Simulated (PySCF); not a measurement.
Compound: C₃H₁₁PSSi₂.
Structure used (GFN2-xTB), in Å, numbered top down from 1:
```xyz
18
C3H11PSSi2 angstrom
C      2.8937   -0.0914    0.1687
Si     1.1538   -0.1187   -0.5930
C      0.2866    1.5633   -0.3296
S     -1.2640    1.6984   -1.2804
C     -2.3821    0.6365   -0.3064
Si    -2.0198   -1.2246   -0.5143
P     -0.0897   -1.6041    0.5460
H      2.8584    0.1474    1.2276
H      3.3650   -1.0633    0.0679
H      3.5289    0.6396   -0.3199
H      1.2209   -0.3468   -2.0465
H      0.0438    1.7576    0.7148
H      0.8976    2.3866   -0.6917
H     -3.3734    0.8826   -0.6793
H     -2.3213    0.9647    0.7307
H     -3.0696   -1.9871    0.1686
H     -2.0176   -1.5215   -1.9495
H      0.2801   -2.7128   -0.1902
```

Method used: TDDFT CAM-B3LYP/def2-SVPD, vertical, gas phase, core orbitals frozen in the response (PySCF 2.14.0, density-fitted response routines).

Ground-to-excited transition dipoles (e·a0, same axes as the geometry; the sign carries no meaning), for the states with f of 0.002 or more among the lowest 8:

```tsv
state	E (eV)	μx	μy	μz
S2	5.527	-0.102	0.312	-0.054
S3	5.899	-0.167	0.288	0.087
S5	6.182	0.161	-0.072	0.114
S6	6.277	0.139	-0.284	0.197
S7	6.325	-0.047	-0.027	-0.119
S8	6.636	-0.069	0.013	0.111
```

Work out the oscillator strengths.

f = (2/3) ΔE |μ|² with ΔE in hartree (27.2114 eV).

```tsv
state	|μ|² (au)	|μ| (D)	f
S2	0.111	0.85	0.015
S3	0.118	0.87	0.017
S5	0.044	0.53	0.007
S6	0.139	0.95	0.021
S7	0.017	0.33	0.003
S8	0.017	0.33	0.003
```

What angle do the transition dipoles of S2 and S6 make?

|cos θ| = |μa·μb| / (|μa| |μb|) = 0.92, so θ ≈ 24° (taken between 0 and 90°, since the signs are arbitrary).

What peak molar absorption coefficient would the strongest computed level give as a lone Gaussian band 0.4 eV wide at half height?

ε(max) = 2.175×10⁸ f / FWHM, with the width in cm⁻¹. S6: 2.175×10⁸ × 0.0214 / 3226 ≈ 1400 L mol⁻¹ cm⁻¹.

One conformer stands for the species.

Without π bonds the low states may be Rydberg-like; a valence basis with one diffuse set may place them up to an eV too high.
